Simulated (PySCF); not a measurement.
Compound: C8H16N (charge +1).
Atom-mapped SMILES: `[CH2:1]=[CH:2][CH2:3][CH2:4][N+:5]1([CH3:6])[CH2:7][CH2:8][CH2:9]1` (hydrogens: H10, H11 on C1; H12 on C2; H13, H14 on C3; H15, H16 on C4; H17, H18, H19 on C6; H20, H21 on C7; H22, H23 on C8; H24, H25 on C9)

Torsions of this conformer, `[CH2:1]=[CH:2][CH2:3][CH2:4][N+:5]1([CH3:6])[CH2:7][CH2:8][CH2:9]1`: C1–C2–C3–C4 -132°, C2–C3–C4–N5 72°, C3–C4–N5–C6 -70°.

The closed-shell ground state was solved at several levels (PySCF, density fitting, gas phase, non-relativistic). Geometry: PBE0-D3(BJ)/def2-SVP, one conformer, isolated ion.

```
            level  basis functions  HOMO (eV)  LUMO (eV)  gap (eV)
wB97X-D/def2-SVPD              308     -12.97      -1.80     11.17
    PBE0/pcSseg-1              233     -11.13      -3.54      7.59
```

Task: What might wB97X-D/pcSseg-1 (233 basis functions) give for the same quantities?

Result: HOMO -12.98 eV, LUMO -1.71 eV, gap 11.27 eV.

Task: Over all these levels, which gives the widest orbital gap and which the narrowest?

Result: wB97X-D/pcSseg-1 (range-separated hybrid) has the widest, 11.27 eV, and PBE0/pcSseg-1 (global hybrid, 25 % exact exchange) the narrowest, 7.59 eV. The two share the basis. From the narrowest to the widest the HOMO moves by -1.85 eV and the LUMO by +1.83 eV.
